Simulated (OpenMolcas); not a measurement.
Cr4+ (d2) in a complex was computed by SS-CASPT2, IPEA 0.25 Eh, imaginary shift 0.1 Eh with the d shell active (OpenMolcas, ANO-RCC-VTZP on the metal). Its lowest spin-free states, and all those of the highest spin:

| 2S+1 | Degeneracy | E (cm-1) |
| --- | --- | --- |
| 3 | 2 | 0 |
| 3 | 1 | 570 |
| 1 | 1 | 2860 |
| 1 | 2 | 6660 |
| 3 | 1 | 7170 |
| 1 | 1 | 8250 |
| 3 | 2 | 9990 |
| 1 | 1 | 10020 |
| 1 | 1 | 12990 |
| 1 | 1 | 15670 |
| 1 | 2 | 17100 |
| 1 | 1 | 30410 |
| 3 | 1 | 33070 |
| 3 | 2 | 43860 |
| 3 | 1 | 51630 |

Q: Is the site octahedral, tetrahedral or cube-like, axial, or of lower symmetry?

A: The states with 2S+1 = 3 have orbital degeneracies 2, 1, 1, 2, 1, 2, 1. There are pairs but no triples, so the site is axial: not cubic, but with a proper or improper axis of order three or more. The run had Cr4+ with 4 ligands (chloride) in square-planar coordination (D4h) at 2.17 Å. Ligand basis ANO-RCC-VDZP.

Over all roots computed the reference weight is 0.65 to 0.67; a low but even weight reflects the number of correlated electrons. An orbital doublet at a regular site is open to a Jahn-Teller distortion, which this geometry leaves out. The least metal-like active orbital is 66 % on the metal (Löwdin) and no ligand orbital is active, so the numbers are rough. Ligand-to-metal charge-transfer states are missing. With no ligand orbital active B as a rule stays too high, so bands that hang on it stand too high and its fall with covalency is understated. No measured value stands beside these numbers; the geometry was imposed, not optimised, and the real ion may take another.
